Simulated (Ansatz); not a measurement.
Reaction (formal exchange of groups at a Ge–C bond): `C[CH]([SiH3])[GeH3]` + `COC#CN` → `NC#C[O][GeH3]` + `CC(C)[SiH3]`

Isolated molecules relaxed with PBE0-D4/def2-TZVP in Ansatz; ΔE leaves out vibrations. CCSD(T)/CBS adds triple-zeta CCSD(T) − MP2 to the extrapolated MP2 energy (def2 sets, frozen cores). DFT in def2-TZVPP. B3LYP here is the variant with VWN-RPA as its local correlation; programs differ in this. For Ge outer-core shells are correlated without core-valence functions, which leaves a few kJ/mol of doubt a bond. Scalar relativity is left out up to krypton. One conformer a species, not always the lowest.

Is it downhill or uphill in electronic energy at CCSD(T)/CBS, and by how much? (An estimate is asked.)

Ansatz gave: Downhill: ΔE = -79.1 kJ/mol.

What do these levels give: r2SCAN-D4, PBE0-D4, B3LYP, MP2/def2-TZVPP, SCS-MP2/def2-TZVPP, CCSD/def2-TZVPP, CCSD(T)/def2-TZVPP, HF/def2-QZVPP, SCS-MP2/def2-QZVPP, HF/CBS(def2), MP2/CBS(def2), CCSD/CBS(def2)? (Estimate.)

Computed: r2SCAN-D4 -82.3, PBE0-D4 -77.9, B3LYP -82.8, MP2/def2-TZVPP -85.2, SCS-MP2/def2-TZVPP -86.0, CCSD/def2-TZVPP -82.3, CCSD(T)/def2-TZVPP -81.4, HF/def2-QZVPP -90.8, SCS-MP2/def2-QZVPP -85.6, HF/CBS(def2) -91.0, MP2/CBS(def2) -82.9, CCSD/CBS(def2) -80.0 kJ/mol.

Largest T1 diagnostic among the species: 0.013.

In def2-TZVPP, CCSD(T) changes the Hartree–Fock value by +8.0 kJ/mol (the triples alone add +0.9 kJ/mol) and MP2 by +4.1 kJ/mol.
